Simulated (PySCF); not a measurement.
## `n1c(/C=C/OC)ncnc1`, C$_{6}$H$_{7}$N$_{3}$O

Molfile (atoms numbered from 1):
```
C6H7N3O
     RDKit          3D

 17 17  0  0  0  0  0  0  0  0999 V2000
    2.9883   -0.0157    0.1655 C   0  0  0  0  0  0  0  0  0  0  0  0
    2.0754   -0.9467    0.6955 O   0  0  0  0  0  0  0  0  0  0  0  0
    0.7873   -0.7784    0.4402 C   0  0  0  0  0  0  0  0  0  0  0  0
    0.2115    0.2033   -0.2887 C   0  0  0  0  0  0  0  0  0  0  0  0
   -1.2253    0.2496   -0.4771 C   0  0  0  0  0  0  0  0  0  0  0  0
   -1.7165    1.2586   -1.2160 N   0  0  0  0  0  0  0  0  0  0  0  0
   -3.0326    1.2640   -1.3633 C   0  0  0  0  0  0  0  0  0  0  0  0
   -3.8825    0.3767   -0.8532 N   0  0  0  0  0  0  0  0  0  0  0  0
   -3.2937   -0.5814   -0.1384 C   0  0  0  0  0  0  0  0  0  0  0  0
   -1.9969   -0.6996    0.0832 N   0  0  0  0  0  0  0  0  0  0  0  0
    3.9872   -0.3307    0.4897 H   0  0  0  0  0  0  0  0  0  0  0  0
    2.9463   -0.0029   -0.9364 H   0  0  0  0  0  0  0  0  0  0  0  0
    2.7825    0.9999    0.5427 H   0  0  0  0  0  0  0  0  0  0  0  0
    0.1682   -1.5546    0.8989 H   0  0  0  0  0  0  0  0  0  0  0  0
    0.7752    1.0024   -0.7693 H   0  0  0  0  0  0  0  0  0  0  0  0
   -3.4616    2.0774   -1.9626 H   0  0  0  0  0  0  0  0  0  0  0  0
   -3.9469   -1.3426    0.3074 H   0  0  0  0  0  0  0  0  0  0  0  0
  1  2  1  0
  2  3  1  0
  3  4  2  0
  4  5  1  0
  5  6  2  0
  6  7  1  0
  7  8  2  0
  8  9  1  0
  9 10  2  0
 10  5  1  0
  1 11  1  0
  1 12  1  0
  1 13  1  0
  3 14  1  0
  4 15  1  0
  7 16  1  0
  9 17  1  0
M  END
```

Level of theory: PySCF 2.14.0, quadratic response CAM-B3LYP/aug-cc-pVDZ first hyperpolarisability, Taylor convention, gas phase. Geometry: PBE0-D3(BJ)/def2-SVP.

(1) Give the tensor of the static β(0;0,0) in the axes of these coordinates.

Answers

(1) In au, Taylor convention; rows are the first index (the induced dipole):
|  | xx | yy | zz | xy | xz | yz |
| --- | --- | --- | --- | --- | --- | --- |
| x | +964.1 | -23.8 | +7.2 | -152.9 | +214.3 | -13.4 |
| y | -152.9 | -36.4 | -7.4 | -23.8 | -13.4 | -16.4 |
| z | +214.3 | -16.4 | +39.2 | -13.4 | +7.2 | -7.4 |

Norm of βᵢ = ⅓ Σⱼ (βᵢⱼⱼ + βⱼᵢⱼ + βⱼⱼᵢ): 996.4 au, hyper-Rayleigh value 429.7 au.
